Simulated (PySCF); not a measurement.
**Structure from NMR data**

The spectra below were simulated for a compound C7H15PSi.

¹H NMR (400 MHz, computed): δ 4.76 (m, 1H), 1.29 (s, 9H), 1.25 (m, 2H), 0.33 (m, 3H).

¹³C{¹H} NMR (computed): δ 128.5 (C), 86.9 (C), 32.6 (CH3), 29.1 (C), -1.1 (CH3).

[PySCF: NMR shieldings at PBE0/pcSseg-1/GIAO; geometry: GFN2-xTB; no solvent; non-relativistic; fast rotation and ring inversion assumed for equivalent nuclei; one computed conformer]

Scale: TMS for ¹H and ¹³C (reference shieldings calculated alike).

What is the structure?

Answers


5 carbon signals for 7 carbons: some carbons are equivalent by symmetry or fast rotation. Carbon types of the structure: 3 × C, 4 × CH3, leaving 3 H on heteroatoms. δC 128.5, 86.9: alkyne carbon. δC 32.6: methyl carbon; aliphatic region, no heteroatom directly attached. δC 29.1: propargylic quaternary sp3 carbon; a saturated carbon with 4 carbon neighbours and no heteroatom attached. δC -1.1: methyl carbon bonded to Si; an electropositive neighbour leaves it electron-rich and shielded. δH 4.76: hydrogen on a silicon bonded to 2 C, P. δH 1.25: hydrogen on a phosphorus bonded to Si. δH 0.33: hydrogen on a methyl carbon bonded to Si; an electropositive neighbour shields it, as in TMS itself.

The compound is `C[Si@@H](P)C#CC(C)(C)C`.

The shifts were computed for this structure.

Splittings by ³¹P in the carbon and heteronuclear signals aren't shown, as no couplings were computed. Shifts are as computed. Against solution values, carbons near 30 ppm lie about +3 ppm off and those near 130 ppm about +5 ppm. Of 1211 compounds with measured shifts, 218 miss one by over three times the rms of a fit or turn the order of signals round; such compounds aren't used in these exercises. Multiplicities follow the n + 1 count of equivalent neighbours, as no J values were calculated; m marks all less simple cases, F and P coupling included.
